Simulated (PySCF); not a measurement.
C3H9F3Si2.
SMILES with atom numbers: `[F:1][Si:2]([F:3])([F:4])[CH2:5][CH2:6][CH2:7][SiH3:8]` (hydrogens: H9, H10 on C5; H11, H12 on C6; H13, H14 on C7; H15, H16, H17 on Si8)

Structure used (GFN2-xTB), in Å, numbered top down from 1:
```
atom  x, y, z in Å
F1    -2.0065   -1.4520   -1.1843
Si2   -2.3370   -0.7259    0.1899
F3    -3.9142   -0.5278    0.1572
F4    -2.1278   -1.8682    1.2751
C5    -1.3923    0.8717    0.4745
C6     0.0651    0.8422   -0.0137
C7     0.8931   -0.2263    0.6903
Si8    2.7180   -0.2317    0.1517
H9    -1.3968    1.1154    1.5401
H10   -1.9151    1.6900   -0.0271
H11    0.5109    1.8236    0.1640
H12    0.0801    0.6648   -1.0909
H13    0.4552   -1.2068    0.4914
H14    0.8255   -0.0736    1.7696
H15    2.7948   -0.4512   -1.2936
H16    3.3194    1.0649    0.4782
H17    3.4205   -1.2969    0.8671
```

Computed, not measured: TDDFT PBE0/def2-SVPD, vertical, gas phase, core orbitals frozen in the response in PySCF.

Frontier orbitals with the atoms that hold most of them (Löwdin shares over 4%, at most four atoms; ? is withheld):

```
orbital  ε (eV)                              atoms
 LUMO+2    0.83   Si8 44%, H16 12%, H15 11%, C7 6%
 LUMO+1    0.57    Si2 25%, Si8 15%, F3 10%, C5 7%
   LUMO    0.03                                  ?
   HOMO   -8.92                                  ?
 HOMO-1   -9.64   Si8 15%, C6 14%, C7 12%, H16 11%
 HOMO-2   -9.72  Si8 34%, H15 27%, H17 12%, C7 11%
 HOMO-3   -9.81   Si8 22%, H16 18%, C5 13%, C6 10%
```

Task: Which atoms hold the LUMO, and with what shares?

Result: Si2 (bonded to C and 3 F) 16%; Si8 (bonded to C and 3 H) 15%; C5 (bonded to C, Si and 2 H) 10%; C6 (bonded to 2 C and 2 H) 9%. By element: silicon 30%, carbon 19% or more.

Task: Give the leading atoms of the HOMO.

Result: C7 (bonded to C, Si and 2 H) 35%; Si8 (bonded to C and 3 H) 24%; C5 (bonded to C, Si and 2 H) 10%; C6 (bonded to 2 C and 2 H) 9%. By element: carbon 54%, silicon 24% or more.

Task: The HOMO–LUMO gap is 8.96 eV. Where does the response calculation put the lowest singlet, and from which orbitals?

Result: S1 is at 7.82 eV (f = 0.045), 1.14 eV below the gap, made of HOMO→LUMO (96%). Without the coupling terms of the response equations the lowest excitation would equal the gap.

Next come S2 at 8.49 eV (f 0.0011), HOMO-1→LUMO (60%), HOMO→LUMO+1 (15%), HOMO→LUMO+2 (10%); S3 at 8.53 eV (f 0.022), HOMO→LUMO+1 (43%), HOMO-1→LUMO (24%), HOMO-2→LUMO (13%); S4 at 8.57 eV (f 0.056), HOMO→LUMO+1 (31%), HOMO-2→LUMO (29%), HOMO→LUMO+2 (23%); S5 at 8.61 eV (f 0.028), HOMO-2→LUMO (32%), HOMO-3→LUMO (29%), HOMO→LUMO+2 (12%).

Löwdin shares depend on the basis, the more so with diffuse functions.

One conformer stands for the species.
